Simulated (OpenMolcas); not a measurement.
Os5+: moving or changing the point charges

Os5+ among 4 point charges of -1 e arranged as a square (D4h), 1.95 Å from the ion.

```
Program             : OpenMolcas
Method              : SS-CASPT2, IPEA 0.25 Eh, imaginary shift 0.1 Eh (closed shells correlated: 5s 5p)
Basis               : ANO-RCC-VDZP [7s6p4d2f1g]
Scalar Hamiltonian  : DKH2, point nucleus
Active space        : 3 electrons in 5 orbitals (5d)
State averaging     : 2S+1 = 4 even, 10 roots; 2S+1 = 2 even, 40 roots
Spin-orbit coupling : RASSI with atomic mean-field integrals over the reference wave functions
```

Runs around this geometry, states (labels of D4, the rotations of D4h). Energies in cm-1 above the lowest state or level, χT in cm3 K/mol.

```
R (Å)  q (e)  Ground state  First state of that spin  First gap with spin-orbit (degeneracies)  χT at 300 K  First state of another spin
 1.95   -0.5            4E                    4B1 85                               1860 (2, 2)        0.090                    2A1 13680
 1.85     -1           4A2                   4E 1560                               3290 (2, 2)        0.102                    2A2 13490
 1.95     -1           4A2                    4E 610                               3030 (2, 2)        0.095                    2A2 13580
 2.16     -1            4E                   4A2 640                               2510 (2, 2)        0.090                     2E 13540
```

The ground state changes within this set.

Free-ion shares, where given, are those of the reference states; single-state CASPT2 does not remix them. Spin-orbit coupling mixes the spin-free states strongly: the lowest level takes only 46 % from its leading state, 4E (figures for R = 1.95, q = -0.5; the like holds for R = 1.85, q = -1, R = 1.95, q = -1, R = 2.16, q = -1). The ground term spreads over less than 5000 cm-1, several times less than with real ligands, so orbital moments are less quenched and χT lies further from the spin-only value than at real sites (holds for R = 1.95, q = -0.5; R = 2.16, q = -1). Point charges carry no covalency, so the field is a model and not that of real ligands. No measured value stands beside these numbers.
